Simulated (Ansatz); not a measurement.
Wavefunction ladder for CH4F2GeOSe, SMILES `C[O][Ge]([F])([F])[SeH]`

```xyz
10

C    -0.025    1.395   -0.805
O    -0.855    0.569   -0.004
Ge   -0.160   -0.681    0.988
F     0.853    0.013    2.194
F    -1.505   -1.345    1.812
Se    1.132   -2.269   -0.095
H     0.573    2.073   -0.189
H     0.646    0.806   -1.441
H    -0.681    1.986   -1.445
H     0.021   -2.548   -1.016
```

Total charge 0; spin multiplicity 1. Correlated methods freeze the filled d shell of Ge, Se. Scalar relativity is left out up to krypton. All single points use the PBE0-D4/def2-TZVP geometry. It is one conformer, not always the lowest. Frozen core, restricted reference, Ansatz.

```
     basis      HF (Eh)  MP2 corr.  CCSD corr.       (T)  CCSD(T) total
  def2-SVP  -4788.45480   -0.90636    -0.94373  -0.02151    -4789.42004
def2-TZVPP            ?          ?    -1.19748         ?              ?
def2-QZVPP  -4789.52586   -1.27008    -1.28665         ?              ?
```

**Question.** Fill in the withheld values. (An estimate is asked.)

**Answer.** Ansatz gave: def2-TZVPP HF (Eh): -4789.42093; def2-TZVPP MP2 corr.: -1.16953; def2-TZVPP (T): -0.04261; def2-TZVPP CCSD(T) total: -4790.66102; def2-QZVPP (T): -0.04963; def2-QZVPP CCSD(T) total: -4790.86214.
